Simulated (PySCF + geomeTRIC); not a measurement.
Species: [Sc(Br)3] (charge 0, multiplicity 1).

Question: Give a relaxed geometry from BP86-D3(BJ)/def2-SVP (PySCF + geomeTRIC).

Answer: the end point of this relaxation.
Z-matrix (Å, degrees):
```
Sc
Br 1 2.4242
Br 1 2.4243 2 119.87
Br 1 2.4245 2 119.99 3 179.24
```
